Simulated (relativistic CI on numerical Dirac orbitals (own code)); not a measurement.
Forbidden transitions in Dy XLVI

Calculated at this level of theory: Dirac-Coulomb-Breit CI, separate exchange-only KLI orbitals for each configuration, model QED, unscaled Slater integrals (own radial code, finite nucleus).

Configuration list (outside the closed core [Ne]): 3s2.3p6.3d3, 3s2.3p5.3d4, 3s.3p6.3d4, 3s2.3p6.3d2.4s, 3s2.3p6.3d2.4p, 3s2.3p6.3d2.4d, 3s2.3p5.3d3.4s, 3s2.3p6.3d2.4f, 3s2.3p5.3d3.4p, 3s.3p6.3d3.4s, 3p6.3d4.4p, 3s.3p6.3d3.4p, 3s2.3p6.3d.4s.4p, 3s2.3p6.3d2.5s, 3s.3p6.3d3.4d, 3s2.3p6.3d2.5p, 3s2.3p6.3d.4p.4d, 3s2.3p6.3d2.5f, 3s.3p6.3d2.4s.4p, 3p6.3d5, 3p5.3d6, 3p5.3d5.4s, 3p6.3d4.4s, 3p5.3d4.4s2, 3s2.3p6.3d.4s2, 3s2.3p6.4s2.4p, 3s2.3p6.4s2.4d, 3s2.3p6.3d.4p2, 3s2.3p6.4s.4p2, 3s2.3p6.4p3, 3s2.3p6.4p2.4d, 3s2.3p5.3d.4s.4p2. Double excitations out of closed p, d and f shells are left out; levels of such configurations are missing from the list, as are those of other unlisted configurations, and high levels can miss mixing partners. These lack a partner that the ground configuration has and come out too high: 3s2.3p5.3d3.4p.

```
λ vac (Å)                     Lower                        Upper  Type   A (s⁻¹)  E lower (eV)  E upper (eV)
   8.1756    3s2.3p6.3d3 4F_3/2 [1]  3s2.3p6.3d2.4s 4P_1/2 [302]    E2  4.46e+09          0.00       1516.51
   8.2557    3s2.3p6.3d3 4F_5/2 [2]  3s2.3p6.3d2.4s 4F_7/2 [303]    E2  3.36e+09         35.15       1536.94
   8.2807    3s2.3p6.3d3 4F_3/2 [1]  3s2.3p6.3d2.4s 2F_5/2 [299]    E2  5.23e+09          0.00       1497.26
   8.2891    3s2.3p6.3d3 4F_3/2 [1]  3s2.3p6.3d2.4s 4F_3/2 [298]    E2  2.42e+09          0.00       1495.74
   8.2899    3s2.3p6.3d3 4P_3/2 [3]  3s2.3p6.3d2.4s 4F_7/2 [303]    E2  1.38e+09         41.34       1536.94
   8.3014    3s2.3p6.3d3 2G_9/2 [5]  3s2.3p6.3d2.4s 4F_5/2 [304]    E2  2.75e+09         44.38       1537.92
   8.3035    3s2.3p6.3d3 2G_7/2 [4]  3s2.3p6.3d2.4s 4F_7/2 [303]    E2  1.20e+09         43.79       1536.94
   8.3068    3s2.3p6.3d3 2G_9/2 [5]  3s2.3p6.3d2.4s 4F_7/2 [303]    E2  1.19e+09         44.38       1536.94
   8.3696    3s2.3p6.3d3 4F_5/2 [2]  3s2.3p6.3d2.4s 4P_1/2 [302]    E2  1.66e+09         35.15       1516.51
   8.4238    3s2.3p6.3d3 4P_5/2 [7]  3s2.3p6.3d2.4s 4F_7/2 [303]    E2  4.49e+08         65.11       1536.94
   8.4798    3s2.3p6.3d3 4F_5/2 [2]  3s2.3p6.3d2.4s 2F_5/2 [299]    E2  1.38e+09         35.15       1497.26
   8.4886    3s2.3p6.3d3 4F_5/2 [2]  3s2.3p6.3d2.4s 4F_3/2 [298]    E2  3.82e+09         35.15       1495.74
   8.4964    3s2.3p6.3d3 4F_7/2 [8]  3s2.3p6.3d2.4s 4F_5/2 [304]    E2  5.56e+09         78.67       1537.92
   8.5021    3s2.3p6.3d3 4F_7/2 [8]  3s2.3p6.3d2.4s 4F_7/2 [303]    E2  2.22e+09         78.67       1536.94
   8.5159    3s2.3p6.3d3 4P_3/2 [3]  3s2.3p6.3d2.4s 2F_5/2 [299]    E2  7.64e+08         41.34       1497.26
   8.5234    3s2.3p6.3d3 4F_9/2 [9]  3s2.3p6.3d2.4s 4F_7/2 [303]    E2  2.63e+09         82.31       1536.94
   8.5248    3s2.3p6.3d3 4P_3/2 [3]  3s2.3p6.3d2.4s 4F_3/2 [298]    E2  2.97e+09         41.34       1495.74
   8.5302    3s2.3p6.3d3 2G_7/2 [4]  3s2.3p6.3d2.4s 2F_5/2 [299]    E2  3.70e+09         43.79       1497.26
   8.5337    3s2.3p6.3d3 2G_9/2 [5]  3s2.3p6.3d2.4s 2F_5/2 [299]    E2  6.18e+09         44.38       1497.26
   8.5391    3s2.3p6.3d3 2G_7/2 [4]  3s2.3p6.3d2.4s 4F_3/2 [298]    E2  2.17e+09         43.79       1495.74
   8.5424    3s2.3p6.3d3 4P_5/2 [7]  3s2.3p6.3d2.4s 4P_1/2 [302]    E2  9.59e+09         65.11       1516.51
   8.5466   3s2.3p6.3d3 4P_3/2 [10]  3s2.3p6.3d2.4s 4F_5/2 [304]    E2  3.39e+09         87.24       1537.92
   8.5520    3s2.3p6.3d3 4P_1/2 [6]  3s2.3p6.3d2.4s 4F_3/2 [298]    E2  1.83e+09         45.98       1495.74
   8.5750  3s2.3p6.3d3 2H_11/2 [12]  3s2.3p6.3d2.4s 4F_7/2 [303]    E2  1.62e+09         91.06       1536.94
   8.7056   3s2.3p6.3d3 2D_5/2 [13]  3s2.3p6.3d2.4s 4P_1/2 [302]    E2  5.39e+08         92.32       1516.51
   17.847  3s.3p6.3d4 4H_13/2 [215]        3p6.3d5 2I_13/2 [277]    E2  1.71e+08        719.23       1413.93
   18.058   3s.3p6.3d4 2F_7/2 [259]         3p6.3d5 2D_5/2 [301]    E2  7.18e+08        822.85       1509.43
   18.140  3s.3p6.3d4 2H_11/2 [245]        3p6.3d5 2H_11/2 [292]    E2  4.53e+08        776.49       1459.99
   18.159  3s.3p6.3d4 2I_11/2 [224]        3p6.3d5 2I_13/2 [277]    E2  2.36e+08        731.16       1413.93
   18.974  3s.3p6.3d4 4H_13/2 [215]        3p6.3d5 2H_11/2 [266]    E2  2.15e+08        719.23       1372.68
   19.032  3s.3p6.3d4 2I_13/2 [237]        3p6.3d5 2I_13/2 [277]    E2  1.83e+08        762.49       1413.93
   19.450  3s.3p6.3d4 2H_11/2 [245]        3p6.3d5 2I_13/2 [277]    E2  1.91e+08        776.49       1413.93
   19.458   3s.3p6.3d4 2G_9/2 [246]        3p6.3d5 2I_13/2 [277]    E2  1.24e+08        776.75       1413.93
   19.459   3s.3p6.3d4 2F_7/2 [259]        3p6.3d5 2H_11/2 [292]    E2  1.77e+08        822.85       1459.99
   202.99   3s2.3p6.3d3 4P_3/2 [10]      3s2.3p6.3d3 2D_5/2 [19]    M1  5.88e+05         87.24        148.31
   243.19    3s2.3p6.3d3 4P_3/2 [3]      3s2.3p6.3d3 2D_5/2 [13]    M1  4.61e+05         41.34         92.32
   264.86    3s2.3p6.3d3 4F_7/2 [8]      3s2.3p6.3d3 2G_9/2 [17]    M1  7.84e+05         78.67        125.48
   265.61    3s2.3p6.3d3 2G_9/2 [5]     3s2.3p6.3d3 2H_11/2 [12]    M1  2.75e+05         44.38         91.06
   270.15    3s2.3p6.3d3 4P_3/2 [3]      3s2.3p6.3d3 4P_3/2 [10]    M1  8.66e+05         41.34         87.24
   284.88    3s2.3p6.3d3 4F_5/2 [2]       3s2.3p6.3d3 4F_7/2 [8]    M1  9.18e+05         35.15         78.67
   287.20    3s2.3p6.3d3 4F_9/2 [9]      3s2.3p6.3d3 2G_9/2 [17]    M1  5.70e+05         82.31        125.48
   299.91    3s2.3p6.3d3 4F_3/2 [1]       3s2.3p6.3d3 4P_3/2 [3]    M1  4.91e+05          0.00         41.34
   321.85    3s2.3p6.3d3 2G_7/2 [4]       3s2.3p6.3d3 4F_9/2 [9]    M1  2.45e+05         43.79         82.31
   326.89    3s2.3p6.3d3 2G_9/2 [5]       3s2.3p6.3d3 4F_9/2 [9]    M1  4.15e+05         44.38         82.31
   352.76    3s2.3p6.3d3 4F_3/2 [1]       3s2.3p6.3d3 4F_5/2 [2]    M1  5.81e+05          0.00         35.15
```

Terms are leading LS components. Brackets give the number of a level in order of energy, since labels repeat. The list gives strong lines, with weight on those to low levels, among the lowest 400 of 3779 levels, so that lines to higher ones, which can be the strongest, are missing. Levels whose partners in the same complex of configurations lie outside the list can be far off, and so can their lines. Rates are taken at the computed energies, electric ones in the length gauge.

At this charge energies of transitions that change n are usually good to better than 1 %, and those within a shell (Δn = 0) to a few per cent.

LS names give the leading component of a level, which can be under half, so a name can repeat, a term be missing and a line seem to break the LS rules.
